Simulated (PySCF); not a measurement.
# Polarisability and C₆ of Te- (tellurium, charge -1)

[Kr] 4d10 5s2 5p5, 2P determinant. All numbers are calculated (PySCF 2.14, a scalar-relativistic core potential, in aug-cc-pwCVDZ-PP with ECP28MDF). Coupled (time-dependent) response in atomic units; α is the mean over directions. A double-zeta set is small for polarisabilities.

```tsv
method	mean α (bohr³)	α xx, yy, zz	C₆ (like pair)	S(−4)
UHF	65.54	52.37, 72.13, 72.13	955.0	1162
PBE0	72.00	56.87, 79.56, 79.56	1067	1545
wB97M-V	69.61	55.66, 76.59, 76.59	996.4	1530
```

S(−4) is the Cauchy moment in α(ω) = α(0) + S(−4) ω² + …

Spin-orbit coupling is absent.

α(iu) at wB97M-V:

| u (hartree) | α(iu) (bohr³) |
| --- | --- |
| 0 | 69.61 |
| 0.0500 | 66.13 |
| 0.100 | 58.49 |
| 0.200 | 43.25 |
| 0.300 | 32.00 |
| 0.500 | 18.52 |
| 0.750 | 10.65 |
| 1.00 | 6.926 |
| 1.50 | 3.733 |
| 2.00 | 2.436 |
| 3.00 | 1.370 |
| 5.00 | 0.6601 |

For an ion, C₆ is the dispersion term alone; charge-induced terms of lower order in 1/R come first.

The components differ because the open shell of this determinant is not spherical; for a pure term their mean is the scalar polarisability.

Energies and moments cover only the electrons outside the core potential.
